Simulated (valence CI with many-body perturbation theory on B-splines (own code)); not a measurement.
## Level structure of Zr XXVIII

Method: configuration interaction combined with many-body perturbation theory (CI+MBPT): three valence electrons over a frozen Dirac-Fock core [Ne], a basis of 11 s, 11 p, 10 d, 8 f, 5 g, 2 h functions for each j, with the one-electron correlation potential Σ1, the two-electron term Σ2, the three-electron term Σ3, Breit, model QED; selected CI, second order for the rest, scaled by the run's own slope (own B-spline code, finite nucleus).

The last digits are not significant, and no measured levels were compared; by estimate large intervals hold to a few tenths of a per cent, small ones and those within an open d or f shell to about a per cent.

Levels 46 to 90 of 153, with energies above the lowest level, 3s²3p ²P°_1/2. "Leading %" is the weight of the configuration and term that name the level; weights of strongly mixed levels are sums over their largest components and can fall short. In the jj column 3d3/2^4 stands for four electrons in 3d with j = 3/2. Lifetimes count E1, E2, E3, M1 and M2 decay at the calculated energies, and are blank where another channel may lead or the interval is too uncertain; long ones can be off by a factor of two.

```csv
No.,Configuration,Term,J,E (Ry),Leading %,g,Lifetime,Leading jj
46,3p²3d,⁴D,1/2,19.703,81,0.142,14.6 ps,3p1/2 3p3/2 3d3/2 (98 %)
47,3p²3d,⁴F,7/2,19.817,57,1.275,19.2 ps,3p1/2 3p3/2 3d5/2 (93 %)
48,3p²3d,⁴F,9/2,20.088,56,1.234,25.1 ps,3p1/2 3p3/2 3d5/2 (90 %)
49,3p²3d,⁴D,3/2,20.154,46,1.210,12.7 ps,3p1/2 3p3/2 3d5/2 (77 %)
50,3p²3d,⁴D,5/2,20.179,39,1.259,12.7 ps,3p1/2 3p3/2 3d5/2 (67 %)
51,3p²3d,²D,5/2,20.535,43,1.362,7.70 ps,3p1/2 3p3/2 3d5/2 (63 %)
52,3p²3d,⁴P,3/2,20.588,41,1.317,6.99 ps,3p1/2 3p3/2 3d3/2 (75 %)
53,3p²3d,²G,7/2,20.623,64,0.971,23.9 ps,3p1/2 3p3/2 3d5/2 (44 %)
54,3p²3d,⁴P,1/2,20.664,41,1.696,7.77 ps,3p1/2 3p3/2 3d3/2 (72 %)
55,3p²3d,⁴D,7/2,21.177,60,1.320,15.1 ps,3p3/2^2 3d5/2 (80 %)
56,3p²3d,²P,1/2,21.221,72,0.880,7.41 ps,3p1/2 3p3/2 3d5/2 (37 %)
57,3p²3d,²D,3/2,21.339,68,0.884,11.4 ps,3p1/2 3p3/2 3d5/2 (64 %)
58,3p²3d,²D,5/2,21.394,46,1.143,7.40 ps,3p1/2 3p3/2 3d3/2 (34 %)
59,3p²3d,²G,9/2,21.410,45,1.204,20.2 ps,3p3/2^2 3d5/2 (85 %)
60,3p²3d,²P,1/2,21.427,38,1.293,10.5 ps,3p1/2 3p3/2 3d5/2 (41 %)
61,3p²3d,⁴P,3/2,21.556,41,1.231,6.65 ps,3p3/2^2 3d3/2 (78 %)
62,3p²3d,²F,5/2,21.642,34,1.136,6.29 ps,3p3/2^2 3d3/2 (38 %)
63,3s3d²,⁴F,3/2,21.963,97,0.414,6.94 ps,3s 3d3/2^2 (69 %)
64,3s3d²,⁴F,5/2,22.064,97,1.030,7.44 ps,3s 3d3/2 3d5/2 (64 %)
65,3s3d²,⁴F,7/2,22.196,98,1.232,8.25 ps,3s 3d3/2 3d5/2 (82 %)
66,3p²3d,²F,7/2,22.327,75,1.114,6.57 ps,3p3/2^2 3d3/2 (50 %)
67,3p²3d,²S,1/2,22.330,49,2.001,7.26 ps,3p3/2^2 3d5/2 (46 %)
68,3p²3d,²P,3/2,22.340,42,1.193,8.82 ps,3p3/2^2 3d5/2 (54 %)
69,3s3d²,⁴F,9/2,22.367,99,1.329,9.22 ps,3s 3d5/2^2 (74 %)
70,3p²3d,²D,5/2,22.629,63,1.240,8.88 ps,3p3/2^2 3d5/2 (61 %)
71,3s3d²,⁴P,1/2,22.672,94,2.626,6.23 ps,3s 3d3/2^2 (39 %)
72,3s3d²,⁴P,3/2,22.732,99,1.722,6.58 ps,3s 3d3/2 3d5/2 (93 %)
73,3s3d²,⁴P,5/2,22.828,84,1.536,7.41 ps,3s 3d3/2 3d5/2 (41 %)
74,3p²3d,²D,5/2,23.215,58,1.110,5.74 ps,3p3/2^2 3d5/2 (57 %)
75,3p²3d,²D,3/2,23.279,52,0.818,5.92 ps,3p3/2^2 3d3/2 (30 %)
76,3s3d²,²G,7/2,23.539,83,0.896,8.93 ps,3s 3d3/2 3d5/2 (66 %)
77,3s3d²,²D,5/2,23.553,65,1.201,5.94 ps,3s 3d5/2^2 (45 %)
78,3s3d²,²G,9/2,23.565,84,1.112,9.00 ps,3s 3d3/2 3d5/2 (61 %)
79,3p²3d,²D,3/2,23.609,55,0.817,5.17 ps,3p3/2^2 3d3/2 (38 %)
80,3s3d²,²F,5/2,24.246,49,0.907,4.68 ps,3s 3d3/2 3d5/2 (34 %)
81,3s3d²,²F,7/2,24.283,71,1.140,5.28 ps,3s 3d5/2^2 (50 %)
82,3s3d²,²P,1/2,24.562,54,0.970,3.84 ps,3s 3d3/2 3d5/2 (41 %)
83,3s3d²,²P,3/2,24.861,63,1.320,4.13 ps,3s 3d5/2^2 (32 %)
84,3s3d²,²S,1/2,24.904,67,1.708,4.93 ps,3s 3d5/2^2 (68 %)
85,3p3d²,⁴G°,5/2,26.334,76,0.646,26.6 ps,3p1/2 3d3/2^2 (88 %)
86,3p3d²,⁴G°,7/2,26.758,83,1.002,25.3 ps,3p1/2 3d3/2 3d5/2 (86 %)
87,3p3d²,²D°,5/2,27.069,33,1.057,16.1 ps,3p1/2 3d3/2 3d5/2 (84 %)
88,3p3d²,⁴G°,9/2,27.201,66,1.166,20.4 ps,3p1/2 3d3/2 3d5/2 (44 %)
89,3p3d²,²D°,3/2,27.218,43,0.862,11.6 ps,3p1/2 3d3/2 3d5/2 (80 %)
90,3p3d²,⁴D°,1/2,27.411,50,1.196,12.2 ps,3p1/2 3d3/2 3d5/2 (93 %)
```

Names give the largest LS component (configuration and term), which can be under half, so a name can repeat, a term be missing and a line seem to break the LS rules; names also repeat where a configuration has a term twice.
